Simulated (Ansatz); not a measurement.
Relaxation of H₉LiNSi₃ (14 atoms, charge 1, multiplicity 1), to a largest force component of 0.02 eV/Å in at most 40 steps.

All numbers below come from RKS PBE-D4/STO-3G (Ansatz 0.2.0).

```xyz
14
Properties=species:S:1:pos:R:3:forces:R:3
Li -0.388 -0.416 -3.151 0.02 0.02 0.34
Si -1.341 -0.930 -0.164 0.32 0.18 -0.72
N 0.115 -0.058 0.182 0.34 -0.02 0.41
Si 0.837 -0.284 1.810 0.05 -0.21 -0.48
Si 0.630 1.325 -0.728 -0.22 -0.49 -0.30
H -1.351 -0.947 -1.757 -0.33 -0.04 0.51
H -1.198 -2.297 0.282 -0.19 -0.31 0.08
H -2.554 -0.264 0.289 -0.33 -0.06 -0.27
H 2.234 0.108 1.669 -0.05 0.01 0.21
H 0.097 0.578 2.728 0.14 -0.09 0.16
H 0.666 -1.703 2.105 0.03 0.12 0.19
H 0.383 0.866 -2.232 0.09 0.46 0.34
H 2.057 1.515 -0.536 0.13 0.21 -0.11
H -0.187 2.509 -0.497 0.00 0.22 -0.36
```

Q: Where does it end, and by what steps?

A: The forces met the threshold. Limits of this set-up: minimal basis, the dipole of an ion depends on the origin. After 13 steps the energy has fallen by 1.803 eV; Li1 moved furthest, 1.68 Å. Parted: Li1–H6, Li1–H12. Joined: Li1–Si2, Li1–N3, Li1–Si5.

```json
{"step": "0", "energy less start (eV)": "0.0000", "largest force component (eV/Å)": "0.716", "accepted": "yes"}
{"step": "1", "energy less start (eV)": "-0.2028", "largest force component (eV/Å)": "0.659", "accepted": "yes"}
{"step": "2", "energy less start (eV)": "-0.3071", "largest force component (eV/Å)": "0.569", "accepted": "yes"}
{"step": "3", "energy less start (eV)": "-0.4564", "largest force component (eV/Å)": "0.679", "accepted": "yes"}
{"step": "4", "energy less start (eV)": "-0.6957", "largest force component (eV/Å)": "0.898", "accepted": "yes"}
{"step": "5", "energy less start (eV)": "-0.9907", "largest force component (eV/Å)": "1.014", "accepted": "yes"}
{"step": "6", "energy less start (eV)": "-1.3100", "largest force component (eV/Å)": "0.910", "accepted": "yes"}
{"step": "7", "energy less start (eV)": "-1.5443", "largest force component (eV/Å)": "0.380", "accepted": "yes"}
{"step": "8", "energy less start (eV)": "-1.6723", "largest force component (eV/Å)": "0.173", "accepted": "yes"}
{"step": "9", "energy less start (eV)": "-1.7510", "largest force component (eV/Å)": "0.282", "accepted": "yes"}
{"step": "10", "energy less start (eV)": "-1.7903", "largest force component (eV/Å)": "0.178", "accepted": "yes"}
{"step": "11", "energy less start (eV)": "-1.8018", "largest force component (eV/Å)": "0.083", "accepted": "yes"}
{"step": "12", "energy less start (eV)": "-1.8030", "largest force component (eV/Å)": "0.029", "accepted": "yes"}
{"step": "13", "energy less start (eV)": "-1.8032", "largest force component (eV/Å)": "0.013", "accepted": "yes"}
```

```xyz
14
Properties=species:S:1:pos:R:3
Li 0.512 -0.873 -1.806
Si -1.501 -0.795 -0.250
N 0.203 -0.191 -0.064
Si 0.996 -0.491 1.553
Si 0.448 1.458 -0.787
H -1.508 -1.182 -1.714
H -1.702 -1.981 0.568
H -2.487 0.265 -0.073
H 2.390 -0.101 1.412
H 0.302 0.345 2.527
H 0.825 -1.905 1.845
H 0.485 1.120 -2.263
H 1.736 1.997 -0.380
H -0.698 2.334 -0.569
```

The run took 41 s on 1 thread of Arm Neoverse V1 (shared host), peak memory 0.12 GiB.
